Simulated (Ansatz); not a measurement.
**A geometry optimisation of C3H6F2O2Si with B3LYP-D3(BJ)/def2-SVP**

The starting geometry of this gas-phase singlet was optimised with GFN2-xTB; its bonds are those of `C[C@H](C(=O)O)[SiH](F)F`.

```xyz
14

C     1.9122   -1.1039    0.0339
C     0.8933   -0.2796    0.8257
C     0.1723    0.6778   -0.0791
F     2.2934   -0.2910    3.2854
F     0.6032    1.5247    3.0339
O     0.6837    1.3292   -0.9512
O    -1.1298    0.7650    0.2179
Si    1.7193    0.7385    2.2050
H     1.4036   -1.7550   -0.6742
H     2.5097   -1.7184    0.7022
H     2.5712   -0.4441   -0.5242
H     0.1438   -0.9392    1.2753
H    -1.5681    1.4207   -0.3470
H     2.7598    1.6624    1.8353
```

Problem. Predict what it relaxes into with B3LYP-D3(BJ)/def2-SVP.

Solution. It keeps its bonds, and is `C[C@H](C(=O)O)[SiH](F)F`.

The energy falls by 0.11 eV over 13 steps:

| step | E − E(last) (eV) |
| --- | --- |
| 1 | 0.111 |
| 2 | 0.023 |
| 4 | 0.006 |
| 5 | 0.002 |
| 6 | 0.002 |
| 8 | 0.001 |
| 9 | 0.000 |
| 10 | 0.000 |
| 12 | 0.000 |
| 13 | 0.000 |

Final geometry (Å):

```json
{"atom": "C", "x (Å)": "1.9604", "y (Å)": "-1.0611", "z (Å)": "0.0480"}
{"atom": "C", "x (Å)": "0.8776", "y (Å)": "-0.2832", "z (Å)": "0.8130"}
{"atom": "C", "x (Å)": "0.1147", "y (Å)": "0.6571", "z (Å)": "-0.0862"}
{"atom": "F", "x (Å)": "2.1956", "y (Å)": "-0.3761", "z (Å)": "3.3087"}
{"atom": "F", "x (Å)": "0.5899", "y (Å)": "1.6412", "z (Å)": "2.9240"}
{"atom": "O", "x (Å)": "0.5807", "y (Å)": "1.2269", "z (Å)": "-1.0430"}
{"atom": "O", "x (Å)": "-1.1580", "y (Å)": "0.8253", "z (Å)": "0.3185"}
{"atom": "Si", "x (Å)": "1.6811", "y (Å)": "0.6902", "z (Å)": "2.2048"}
{"atom": "H", "x (Å)": "1.5096", "y (Å)": "-1.7194", "z (Å)": "-0.7098"}
{"atom": "H", "x (Å)": "2.5561", "y (Å)": "-1.6854", "z (Å)": "0.7308"}
{"atom": "H", "x (Å)": "2.6334", "y (Å)": "-0.3672", "z (Å)": "-0.4763"}
{"atom": "H", "x (Å)": "0.1580", "y (Å)": "-0.9595", "z (Å)": "1.3030"}
{"atom": "H", "x (Å)": "-1.5597", "y (Å)": "1.4820", "z (Å)": "-0.2764"}
{"atom": "H", "x (Å)": "2.8284", "y (Å)": "1.5160", "z (Å)": "1.7798"}
```

The end wasn't checked by frequencies. Run with Ansatz 0.2.0, 34 s on 4 threads of Arm Neoverse V1, on a shared host.
